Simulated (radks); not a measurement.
Values are calculated unless marked as measured or tabulated.
Task: All-electron atom: Ag in [Kr] 4d10 5s1. Level of theory: Dirac Kohn-Sham, exchange-only PBE, spin-unpolarised, spherical densities, finite nucleus; Fermi nuclear charge, rms radius 4.5454 fm (a radial shooting solver on a logarithmic mesh with Libxc functionals). Some entries of the table are withheld. Estimate them.

| orbital | occ. | eigenvalue (eV) | <1/r> (bohr^-1) | <r> (bohr) |
|---|---|---|---|---|
| 1s1/2 | 2 | -25314.78 | 49.44 | 0.03111 |
| 2s1/2 | 2 | -3725.563 | 11.39 | 0.1346 |
| 2p1/2 | 2 | -3462.258 | 11.37 | 0.1141 |
| 2p3/2 | 4 | -3286.902 | 10.68 | 0.1192 |
| 3s1/2 | 2 | -682.0785 | 3.982 | 0.3684 |
| 3p1/2 | 2 | -577.3402 | (1) | 0.3601 |
| 3p3/2 | 4 | -546.3987 | (2) | 0.3710 |
| 3d3/2 | 4 | (3) | 3.557 | 0.3438 |
| 3d5/2 | 6 | (4) | 3.514 | 0.3473 |
| 4s1/2 | 2 | -94.0594 | 1.522 | 0.9118 |
| 4p1/2 | 2 | -61.1148 | 1.398 | 0.9793 |
| 4p3/2 | 4 | -56.0140 | 1.344 | 1.011 |
| 4d3/2 | 4 | -6.8770 | 0.9762 | 1.412 |
| 4d5/2 | 6 | -6.3225 | 0.9585 | 1.441 |
| 5s1/2 | 1 | -3.8765 | 0.3945 | 3.275 |

Result: 
(1) 3p1/2 <1/r> (bohr^-1): 3.888
(2) 3p3/2 <1/r> (bohr^-1): 3.721
(3) 3d3/2 eigenvalue (eV): -360.9406
(4) 3d5/2 eigenvalue (eV): -354.7086
